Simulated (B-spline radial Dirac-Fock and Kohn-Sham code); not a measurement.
**Elastic and transport cross sections of tantalum for positrons**

The computed values come from a B-spline atomic structure program: relativistic (Dirac) partial waves in the static field of the Dirac-Fock atom, without polarisation or absorption potentials. Below a few hundred eV the neglected polarisation potential matters, most of all at small angles. σ_tr1 and σ_tr2 weight the cross section with 1 − P₁ and 1 − P₂ of cos θ; "backward" is the share scattered beyond 90°.

```csv
energy (eV),σ (a₀²),σ_tr1 (a₀²),σ_tr2 (a₀²),σ/σ_tr1,backward (%)
101,24.8,4.83,8.30,5.14,5.5
174,20.3,3.27,5.71,6.20,4.4
224,18.4,2.71,4.78,6.77,4.0
306,16.2,2.14,3.81,7.56,3.5
567,12.5,1.31,2.39,9.51,2.7
608,12.1,1.24,2.26,9.76,2.6
609,12.1,1.24,2.26,9.77,2.6
1240,8.70,0.675,1.26,12.9,1.9
1460,8.04,0.584,1.10,13.8,1.7
2850,5.74,0.313,0.611,18.3,1.2
3360,5.27,0.266,0.524,19.8,1.1
3750,4.97,0.237,0.472,21.0,0.97
4800,4.36,0.182,0.371,23.9,0.80
5300,4.13,0.163,0.335,25.3,0.74
7150,?,?,?,?,?
8620,3.16,0.0932,0.198,33.9,0.49
```

Question: Fill in the row for 7.15 keV.

Answer: σ = 3.51 a₀², σ_tr1 = 0.116 a₀², σ_tr2 = 0.244 a₀², σ/σ_tr1 = 30.2, backward 0.58 %. The ratio σ/σ_tr1 is roughly the number of elastic collisions that randomise the direction.
